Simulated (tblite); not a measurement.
HO₄Re (SMILES [O]=[Re](=[O])(=[O])[OH]), singlet, geometry from GFN2-xTB (such geometries of metal compounds can be far from the true shape); GFN1-xTB (tblite).

tblite was given this input:
```
$ tblite run mol.xyz --method gfn1 --charge 0 --spin 0 --spin-polarized --json tblite.json --no-restart

# file mol.xyz
6

Re     0.00720066    -0.00566485    -0.00452696
O      0.99984338     0.87729986    -1.01190406
O      1.02680502    -0.75889430     1.07844451
O     -0.61787859    -1.22670310    -0.95221699
O     -1.23740653     0.97348381     0.77794252
H     -1.91095539     1.50337347     1.20139455
```

The log (banner, timings and long lists left out):

```
xTB calculator
 | screened Coulomb repulsion
 | Coulomb electrostatics
 |  * isotropic Klopman-Ohno-Mataga-Nishimoto electrostatics
 |  * onsite third-order electrostatics
 | DFT-D3(BJ) dispersion correction
 | Interactions (1)
 | [1] spin polarization

halogen bonding energy    0.0000000000000E+00 Eh
repulsion energy          1.1227742036422E-01 Eh
dispersion energy        -1.7105066003323E-03 Eh
interaction energy        0.0000000000000E+00 Eh
number of electrons       3.2000000000000E+01 e
integral cutoff           3.5545256755052E+01 bohr

------------------------------------------------------------
  cycle        total energy    energy error   density error
------------------------------------------------------------
      1     -16.70180389951  -1.6812371E+01   1.2076397E+00
      2     -17.48987380375  -7.8806990E-01   1.4146040E+00
      3     -20.70962779106  -3.2197540E+00   4.9602660E-01
      4     -20.98155312970  -2.7192534E-01   4.4379519E-01
      5     -21.52667929797  -5.4512617E-01   8.4530564E-02
      6     -21.54460423023  -1.7924932E-02   2.3860136E-02
      7     -21.54425875734   3.4547290E-04   2.6014718E-02
      8     -21.54578305859  -1.5243013E-03   1.3777746E-02
      9     -21.54638313802  -6.0007944E-04   1.8301828E-03
     10     -21.54639215329  -9.0152609E-06   7.0715504E-04
     11     -21.54639370986  -1.5565744E-06   4.6957893E-05
     12     -21.54639371550  -5.6384195E-09   1.2737692E-05
------------------------------------------------------------

electronic energy        -2.1656960629263E+01 Eh
total energy             -2.1546393715499E+01 Eh

Post processing:
 | Mayer-Wiberg bond orders

[Info] JSON dump of results written to 'tblite.json'
```
